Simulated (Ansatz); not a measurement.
Steps of a relaxation of CH6O3Si (`OCO[SiH2]O`) with RKS PBE0-D4/def2-TZVP.

```sh
$ ansatz run in.yaml --threads 4 --pin off --events-out ev --progress --plain --max-ram 10444MiB
```

```yaml
crystal:
  periodic: [false, false, false]
  atoms:
    - {symbol: O, position_ang: [-0.655715, 1.544820, -0.137194]}
    - {symbol: C, position_ang: [-0.977190, 0.342540, -0.817892]}
    - {symbol: O, position_ang: [-0.704817, -0.802243, -0.052266]}
    - {symbol: Si, position_ang: [0.901657, -1.080225, 0.433075]}
    - {symbol: O, position_ang: [1.443610, 0.178114, 1.392636]}
    - {symbol: H, position_ang: [-1.267833, 1.612568, 0.622137]}
    - {symbol: H, position_ang: [-2.056593, 0.307124, -1.091445]}
    - {symbol: H, position_ang: [-0.368474, 0.370660, -1.752396]}
    - {symbol: H, position_ang: [1.720451, -1.222033, -0.825827]}
    - {symbol: H, position_ang: [0.898821, -2.333948, 1.241724]}
    - {symbol: H, position_ang: [1.131484, 1.025624, 1.007947]}
basis:
  gaussian: {orbitals: def2-TZVP}
hamiltonian: {xc: pbe0, dispersion: d4}
relax: {f_tol: 0.005, max_steps: 150}
```

Positions (Å) and forces (eV/Å) along the path, 11 of 15 steps:

```xyz
11
step=1 energy=-15147.9962 eV
O    -0.656    1.545   -0.137   -0.646   -0.396    0.383
C    -0.977    0.343   -0.818   -0.073   -0.020   -0.413
O    -0.705   -0.802   -0.052    0.961    0.250    0.099
Si    0.902   -1.080    0.433   -0.531    0.576    0.165
O     1.444    0.178    1.393   -0.559   -0.181   -0.981
H    -1.268    1.613    0.622    0.450    0.004   -0.543
H    -2.057    0.307   -1.091    0.596    0.042    0.219
H    -0.368    0.371   -1.752   -0.296   -0.045    0.544
H     1.720   -1.222   -0.826   -0.184    0.096    0.323
H     0.899   -2.334    1.242   -0.006    0.285   -0.156
H     1.131    1.026    1.008    0.288   -0.612    0.359
11
step=2 energy=-15148.0626 eV
O    -0.675    1.544   -0.142   -0.220   -0.202    0.078
C    -0.973    0.340   -0.817   -0.066    0.047   -0.088
O    -0.698   -0.788   -0.039    0.688    0.031    0.110
Si    0.894   -1.076    0.429   -0.418    0.427    0.180
O     1.459    0.158    1.381   -0.332   -0.236   -0.541
H    -1.292    1.617    0.599    0.146    0.027   -0.161
H    -2.038    0.295   -1.088    0.185    0.008    0.044
H    -0.360    0.362   -1.732   -0.093   -0.015    0.175
H     1.701   -1.198   -0.820   -0.048    0.015    0.064
H     0.888   -2.318    1.230    0.004    0.054   -0.051
H     1.159    1.006    1.018    0.153   -0.156    0.191
11
step=3 energy=-15148.0874 eV
O    -0.690    1.545   -0.156   -0.001   -0.055   -0.035
C    -0.973    0.336   -0.814   -0.029    0.069    0.036
O    -0.682   -0.775   -0.023    0.033    0.023   -0.006
Si    0.885   -1.065    0.428   -0.014   -0.052    0.072
O     1.466    0.137    1.381   -0.083    0.016   -0.114
H    -1.307    1.632    0.577   -0.023    0.025    0.022
H    -2.030    0.276   -1.086   -0.037   -0.019   -0.013
H    -0.360    0.352   -1.721    0.025   -0.012   -0.040
H     1.682   -1.179   -0.820    0.026    0.002   -0.039
H     0.881   -2.314    1.210    0.012   -0.029    0.013
H     1.193    0.999    1.044    0.090    0.033    0.103
11
step=4 energy=-15148.0830 eV rejected
O    -0.691    1.549   -0.148   -0.009   -0.123   -0.266
C    -0.969    0.337   -0.806    0.134    0.021    0.081
O    -0.683   -0.769   -0.005   -0.067   -0.102   -0.033
Si    0.885   -1.082    0.424   -0.060    0.379    0.031
O     1.468    0.134    1.355    0.139   -0.292    0.153
H    -1.337    1.654    0.551   -0.134    0.063    0.196
H    -2.021    0.263   -1.094   -0.047    0.061    0.017
H    -0.342    0.345   -1.702    0.019    0.014   -0.064
H     1.664   -1.171   -0.839    0.039   -0.100   -0.023
H     0.884   -2.328    1.211    0.035   -0.012   -0.003
H     1.206    1.012    1.073   -0.048    0.092   -0.087
11
step=5 energy=-15148.0906 eV
O    -0.695    1.546   -0.158   -0.015   -0.018   -0.031
C    -0.975    0.336   -0.815   -0.007    0.040    0.026
O    -0.682   -0.772   -0.021    0.006   -0.016   -0.007
Si    0.884   -1.067    0.428   -0.001   -0.008    0.008
O     1.466    0.133    1.378   -0.020    0.003   -0.018
H    -1.315    1.638    0.572   -0.010    0.009    0.001
H    -2.032    0.272   -1.088   -0.018   -0.010   -0.010
H    -0.360    0.350   -1.722    0.000   -0.001   -0.014
H     1.682   -1.179   -0.823    0.006   -0.006   -0.012
H     0.883   -2.317    1.210    0.002   -0.010    0.006
H     1.208    1.004    1.059    0.057    0.017    0.050
11
step=6 energy=-15148.0941 eV
O    -0.719    1.555   -0.168   -0.008   -0.015   -0.009
C    -0.980    0.337   -0.814   -0.050    0.043   -0.041
O    -0.681   -0.763   -0.011    0.020   -0.014    0.005
Si    0.886   -1.065    0.428   -0.020   -0.042    0.013
O     1.483    0.114    1.393    0.006    0.021   -0.007
H    -1.357    1.656    0.546    0.019    0.001    0.002
H    -2.035    0.257   -1.094   -0.011   -0.011    0.000
H    -0.362    0.349   -1.718    0.011    0.000   -0.004
H     1.680   -1.176   -0.827   -0.005    0.017   -0.001
H     0.879   -2.321    1.200    0.008   -0.010    0.007
H     1.273    1.001    1.085    0.030    0.011    0.036
11
step=9 energy=-15148.0998 eV
O    -0.741    1.565   -0.250   -0.009    0.011    0.033
C    -1.016    0.324   -0.835   -0.012   -0.033   -0.025
O    -0.685   -0.742    0.005   -0.008    0.013    0.005
Si    0.880   -1.045    0.437    0.038    0.033    0.004
O     1.493    0.065    1.476   -0.045   -0.020   -0.001
H    -1.341    1.686    0.494    0.030   -0.014   -0.038
H    -2.079    0.222   -1.077    0.030    0.008    0.006
H    -0.424    0.297   -1.758   -0.021    0.005    0.034
H     1.679   -1.076   -0.820   -0.016    0.000    0.018
H     0.877   -2.335    1.152    0.007    0.018   -0.016
H     1.423    0.981    1.198    0.006   -0.021   -0.020
11
step=11 energy=-15148.1014 eV
O    -0.712    1.556   -0.276   -0.006   -0.016    0.008
C    -1.024    0.312   -0.840   -0.002    0.002   -0.009
O    -0.693   -0.748    0.006   -0.018   -0.003   -0.016
Si    0.874   -1.035    0.441    0.025    0.025    0.024
O     1.458    0.061    1.510   -0.024    0.065   -0.052
H    -1.286    1.689    0.485    0.007    0.005   -0.012
H    -2.094    0.228   -1.056    0.016    0.003    0.002
H    -0.454    0.264   -1.775   -0.013    0.001    0.022
H     1.680   -1.018   -0.813   -0.008   -0.012    0.015
H     0.889   -2.340    1.127    0.008    0.012   -0.015
H     1.428    0.974    1.210    0.014   -0.081    0.035
11
step=12 energy=-15148.1019 eV
O    -0.707    1.551   -0.280   -0.001    0.010    0.002
C    -1.028    0.309   -0.842    0.001   -0.001   -0.002
O    -0.697   -0.754    0.000    0.005   -0.004    0.005
Si    0.872   -1.030    0.441   -0.002   -0.029    0.001
O     1.447    0.061    1.517    0.004    0.011    0.007
H    -1.277    1.689    0.483    0.001    0.000   -0.003
H    -2.099    0.229   -1.052   -0.007    0.001    0.000
H    -0.464    0.259   -1.779    0.000    0.000   -0.007
H     1.682   -1.009   -0.809    0.000    0.005    0.003
H     0.892   -2.337    1.123   -0.001    0.006   -0.008
H     1.446    0.974    1.219    0.001    0.002   -0.001
11
step=13 energy=-15148.1019 eV
O    -0.702    1.550   -0.289   -0.002   -0.004   -0.004
C    -1.031    0.307   -0.843    0.001    0.001    0.007
O    -0.697   -0.754    0.002   -0.004   -0.004   -0.002
Si    0.871   -1.030    0.442    0.011    0.036   -0.015
O     1.444    0.058    1.524   -0.003   -0.010    0.013
H    -1.269    1.694    0.476    0.000    0.002    0.000
H    -2.104    0.230   -1.045   -0.001   -0.001    0.000
H    -0.474    0.252   -1.785    0.002   -0.003    0.005
H     1.683   -0.995   -0.805    0.001   -0.009   -0.001
H     0.894   -2.341    1.115   -0.002    0.001    0.003
H     1.448    0.972    1.229   -0.002   -0.011   -0.007
11
step=15 energy=-15148.1020 eV
O    -0.702    1.550   -0.293   -0.001   -0.002    0.000
C    -1.033    0.306   -0.844    0.001    0.001    0.000
O    -0.697   -0.753    0.002    0.002    0.001    0.000
Si    0.872   -1.027    0.442   -0.002   -0.002   -0.001
O     1.443    0.056    1.530    0.001    0.001    0.003
H    -1.268    1.697    0.472    0.001    0.001   -0.001
H    -2.106    0.228   -1.043    0.001    0.000    0.000
H    -0.477    0.248   -1.786   -0.001    0.000    0.000
H     1.684   -0.990   -0.805    0.000    0.001    0.000
H     0.895   -2.340    1.111    0.000    0.000    0.000
H     1.455    0.969    1.235    0.000    0.000   -0.001
```

It took 49 s on 4 threads of an Arm Neoverse V1 on a shared host, with 0.47 GiB of host memory at the peak.
